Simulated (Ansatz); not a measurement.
Ansatz (a program for electronic structure) input (B3LYP-D3(BJ)/def2-TZVP):

Ansatz 0.2 input:
```yaml
crystal:
  periodic: [false, false, false]
  atoms:
    - {symbol: Sn, position_ang: [-0.00000000, -0.00000000, -0.28454779]}
    - {symbol: O, position_ang: [0.00000000, 0.00000000, 1.77842369]}
basis:
  gaussian:
    orbitals: def2-TZVP
hamiltonian:
  xc: b3lyp
  dispersion: d3bj
magnetization: {spin_polarized: true, initial_magnetization: 2}
phonons: {temperatures: {t_min: 298.15, t_max: 298.15, t_step: 100}}
```

Output:

```
Functional definition: B3LYP
integrals: 0.02 GiB planned
583 factors; their error is unknown
mean field: 0.24 GiB planned
mean field evaluation 1: about -7867.8217 eV, gradient 4.8e1 eV
mean field evaluation 2: about -7686.2408 eV, gradient 1.4e2 eV
mean field evaluation 4: about -7877.8615 eV, gradient 9.2e0 eV
mean field evaluation 8: about -7878.1139 eV, gradient 6.7e-2 eV
mean field evaluation 16: about -7878.1847 eV, gradient 4.9e-4 eV
mean field evaluation 32: about -7878.8188 eV, gradient 1.4e-4 eV
mean field evaluation 64: about -7878.4092 eV, gradient 5.6e0 eV
mean field -7878.81880742 eV, -289.5412507176 hartree, gradient 6.1e-6 eV, S^2 2.008030; 7 other end points of the search recorded, 0 dependent functions left out
the calculation of the forces begins
reference -7878.81899054 eV, -289.5412574470 hartree; 16, 14 occupied and 65, 67 virtual orbitals, 583 factors
these checks for a lower state are left out or cut short: stability, starts, cluster_reference, orbital_swaps, neighbouring_geometries, increment
integrals: 0.02 GiB planned
583 factors; their error is unknown
mean field: 0.24 GiB planned
mean field -7878.81880742 eV, -289.5412507177 hartree, gradient 2.3e-7 eV, S^2 2.008030; 0 other end points of the search recorded, 0 dependent functions left out
the calculation of the forces begins
reference -7878.81899054 eV, -289.5412574470 hartree; 16, 14 occupied and 65, 67 virtual orbitals, 583 factors
these checks for a lower state are left out or cut short: stability, starts, cluster_reference, orbital_swaps, neighbouring_geometries, increment
integrals: 0.02 GiB planned
583 factors; their error is unknown
mean field: 0.24 GiB planned
mean field -7878.81880742 eV, -289.5412507177 hartree, gradient 2.3e-7 eV, S^2 2.008030; 0 other end points of the search recorded, 0 dependent functions left out
the calculation of the forces begins
reference -7878.81899054 eV, -289.5412574470 hartree; 16, 14 occupied and 65, 67 virtual orbitals, 583 factors
these checks for a lower state are left out or cut short: stability, starts, cluster_reference, orbital_swaps, neighbouring_geometries, increment
integrals: 0.02 GiB planned
583 factors; their error is unknown
mean field: 0.24 GiB planned
mean field -7878.81880742 eV, -289.5412507177 hartree, gradient 7.7e-7 eV, S^2 2.008030; 0 other end points of the search recorded, 0 dependent functions left out
the calculation of the forces begins
reference -7878.81899054 eV, -289.5412574470 hartree; 16, 14 occupied and 65, 67 virtual orbitals, 583 factors
these checks for a lower state are left out or cut short: stability, starts, cluster_reference, orbital_swaps, neighbouring_geometries, increment
integrals: 0.02 GiB planned
583 factors; their error is unknown
mean field: 0.24 GiB planned
mean field -7878.81880742 eV, -289.5412507177 hartree, gradient 7.7e-7 eV, S^2 2.008030; 0 other end points of the search recorded, 0 dependent functions left out
the calculation of the forces begins
reference -7878.81899054 eV, -289.5412574470 hartree; 16, 14 occupied and 65, 67 virtual orbitals, 583 factors
these checks for a lower state are left out or cut short: stability, starts, cluster_reference, orbital_swaps, neighbouring_geometries, increment
integrals: 0.02 GiB planned
583 factors; their error is unknown
mean field: 0.24 GiB planned
mean field evaluation 96: about -7878.7481 eV, gradient 1.0e-4 eV
mean field -7878.81875950 eV, -289.5412489566 hartree, gradient 1.9e-6 eV, S^2 2.008007; 0 other end points of the search recorded, 0 dependent functions left out
the calculation of the forces begins
reference -7878.81894260 eV, -289.5412556852 hartree; 16, 14 occupied and 65, 67 virtual orbitals, 583 factors
these checks for a lower state are left out or cut short: stability, starts, cluster_reference, orbital_swaps, neighbouring_geometries, increment
integrals: 0.02 GiB planned
583 factors; their error is unknown
mean field: 0.24 GiB planned
mean field -7878.81876128 eV, -289.5412490217 hartree, gradient 1.9e-6 eV, S^2 2.008054; 0 other end points of the search recorded, 0 dependent functions left out
the calculation of the forces begins
reference -7878.81894441 eV, -289.5412557518 hartree; 16, 14 occupied and 65, 67 virtual orbitals, 583 factors
these checks for a lower state are left out or cut short: stability, starts, cluster_reference, orbital_swaps, neighbouring_geometries, increment
integrals: 0.02 GiB planned
583 factors; their error is unknown
mean field: 0.24 GiB planned
mean field -7878.81880742 eV, -289.5412507177 hartree, gradient 2.3e-7 eV, S^2 2.008030; 0 other end points of the search recorded, 0 dependent functions left out
the calculation of the forces begins
reference -7878.81899054 eV, -289.5412574470 hartree; 16, 14 occupied and 65, 67 virtual orbitals, 583 factors
these checks for a lower state are left out or cut short: stability, starts, cluster_reference, orbital_swaps, neighbouring_geometries, increment
integrals: 0.02 GiB planned
583 factors; their error is unknown
mean field: 0.24 GiB planned
mean field -7878.81880742 eV, -289.5412507177 hartree, gradient 2.3e-7 eV, S^2 2.008030; 0 other end points of the search recorded, 0 dependent functions left out
the calculation of the forces begins
reference -7878.81899054 eV, -289.5412574470 hartree; 16, 14 occupied and 65, 67 virtual orbitals, 583 factors
these checks for a lower state are left out or cut short: stability, starts, cluster_reference, orbital_swaps, neighbouring_geometries, increment
integrals: 0.02 GiB planned
583 factors; their error is unknown
mean field: 0.24 GiB planned
mean field evaluation 128: about -7878.8188 eV, gradient 6.9e-5 eV
mean field -7878.81880742 eV, -289.5412507177 hartree, gradient 7.7e-7 eV, S^2 2.008030; 0 other end points of the search recorded, 0 dependent functions left out
the calculation of the forces begins
reference -7878.81899054 eV, -289.5412574470 hartree; 16, 14 occupied and 65, 67 virtual orbitals, 583 factors
these checks for a lower state are left out or cut short: stability, starts, cluster_reference, orbital_swaps, neighbouring_geometries, increment
integrals: 0.02 GiB planned
583 factors; their error is unknown
mean field: 0.24 GiB planned
mean field -7878.81880742 eV, -289.5412507177 hartree, gradient 7.7e-7 eV, S^2 2.008030; 0 other end points of the search recorded, 0 dependent functions left out
the calculation of the forces begins
reference -7878.81899054 eV, -289.5412574470 hartree; 16, 14 occupied and 65, 67 virtual orbitals, 583 factors
these checks for a lower state are left out or cut short: stability, starts, cluster_reference, orbital_swaps, neighbouring_geometries, increment
integrals: 0.02 GiB planned
583 factors; their error is unknown
mean field: 0.24 GiB planned
mean field -7878.81876128 eV, -289.5412490217 hartree, gradient 1.9e-6 eV, S^2 2.008054; 0 other end points of the search recorded, 0 dependent functions left out
the calculation of the forces begins
reference -7878.81894441 eV, -289.5412557518 hartree; 16, 14 occupied and 65, 67 virtual orbitals, 583 factors
these checks for a lower state are left out or cut short: stability, starts, cluster_reference, orbital_swaps, neighbouring_geometries, increment
integrals: 0.02 GiB planned
583 factors; their error is unknown
mean field: 0.24 GiB planned
mean field -7878.81875950 eV, -289.5412489566 hartree, gradient 1.9e-6 eV, S^2 2.008007; 0 other end points of the search recorded, 0 dependent functions left out
the calculation of the forces begins
reference -7878.81894260 eV, -289.5412556852 hartree; 16, 14 occupied and 65, 67 virtual orbitals, 583 factors
Total energy: -7878.85949844 eV, -289.5427460849 hartree
Atom 0 at    -0.000000    -0.000000    -0.284548 Å, force     0.000000    -0.000000     0.000880 eV/Å
Atom 1 at     0.000000     0.000000     1.778424 Å, force    -0.000000     0.000000    -0.000880 eV/Å
Dipole moment:    -0.000000     0.000000    -0.505113 e Å
Vibrations: 538.88 cm⁻¹, zero-point energy 0.033406 eV
```

This is an excited triplet: at this geometry the singlet lies 2.07 eV lower at CCSD(T)/CBS(def2-TZVPPD,def2-QZVPPD).
